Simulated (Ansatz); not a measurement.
Start from `N#C[SiH](C#N)C#N` and change one atom or group to get `N#C[Si](F)(C#N)C#N`.

Ansatz, PBE0-D4/def2-TZVP geometries, multiplicity 1. 

```csv
property,`N#C[SiH](C#N)C#N`
size of the dipole moment (ωB97M-V/def2-TZVPP) / D,2.88
size of the dipole moment (B3LYP/def2-TZVPP) / D,2.88
HOMO–LUMO gap (ωB97M-V/def2-TZVPP) / eV,12.93
HOMO–LUMO gap (B3LYP/def2-TZVPP) / eV,8.03
LUMO energy (B3LYP/def2-TZVPP) / eV,-2.63
LUMO energy (PBE0/def2-TZVPP) / eV,-2.43
```

Task: What does the change do to each property? (Estimate.)

Result: Computed: 
| property | `N#C[Si](F)(C#N)C#N` | shift |
| --- | --- | --- |
| size of the dipole moment (ωB97M-V/def2-TZVPP) / D | 1.51 | -1.37 |
| size of the dipole moment (B3LYP/def2-TZVPP) / D | 1.49 | -1.39 |
| HOMO–LUMO gap (ωB97M-V/def2-TZVPP) / eV | 12.26 | -0.67 |
| HOMO–LUMO gap (B3LYP/def2-TZVPP) / eV | 7.37 | -0.66 |
| LUMO energy (B3LYP/def2-TZVPP) / eV | -3.51 | -0.88 |
| LUMO energy (PBE0/def2-TZVPP) / eV | -3.33 | -0.90 |

With PBE0 the HOMO falls by 0.24 eV and the LUMO falls by 0.90 eV, so the gap narrows by about 0.66 eV. PBE moves the HOMO by -0.21 eV and ωB97M-V by -0.26 eV. Dipoles are sizes alone; their direction can turn.

B3LYP here is the variant with VWN-RPA as its local correlation; programs differ in this.
